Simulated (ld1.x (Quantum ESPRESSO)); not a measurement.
u(r) = r·R(r): atom against pseudo-atom (oxygen (O))

Columns: radius, all-electron u(r) and pseudo u(r) of the 2p shell (level -43.24 eV) of oxygen in the configuration [He] 2s2 2p2; PBE, scalar-relativistic, TM scheme, ld1.x (Quantum ESPRESSO) 7.5.

| r (bohr) | all-electron | pseudo |
| --- | --- | --- |
| 0.062 | 0.0555 | 0.0237 |
| 0.125 | 0.1785 | 0.0938 |
| 0.188 | 0.3233 | 0.2026 |
| 0.250 | 0.4637 | 0.3362 |
| 0.312 | 0.5905 | 0.4823 |
| 0.375 | 0.6999 | 0.6286 |
| 0.438 | 0.7885 | 0.7595 |
| 0.500 | 0.8564 | 0.8637 |
| 0.562 | 0.9060 | 0.9386 |
| 0.625 | 0.9391 | 0.9844 |
| 0.688 | 0.9568 | 1.0031 |
| 0.750 | 0.9613 | 1.0009 |
| 0.812 | 0.9550 | 0.9841 |
| 0.875 | 0.9395 | 0.9578 |
| 0.938 | 0.9168 | 0.9263 |
| 1.000 | 0.8888 | 0.8929 |
| 1.062 | 0.8568 | 0.8580 |
| 1.125 | 0.8211 | 0.8213 |
| 1.188 | 0.7833 | 0.7833 |
| 1.250 | 0.7450 | 0.7450 |
| 1.312 | 0.7060 | 0.7060 |
| 1.375 | 0.6665 | 0.6665 |
| 1.438 | 0.6274 | 0.6274 |
| 1.500 | 0.5897 | 0.5897 |
| 1.562 | 0.5532 | 0.5532 |
| 1.625 | 0.5173 | 0.5173 |

How many radial nodes do the two functions have?

The all-electron 2p function has n − l − 1 = 0; the pseudo-wave has 0.

At about which radius was the pseudo-wave matched?

1.25 bohr. The columns agree to 0.0005 from 1.12 bohr on; several derivatives are matched, so the curves merge somewhat inside the radius.

Is the pseudo-wave norm-conserving?

Yes: the TM scheme keeps the norm inside the radius equal to the all-electron one, which fixes the energy derivative of the logarithmic derivative at the level.
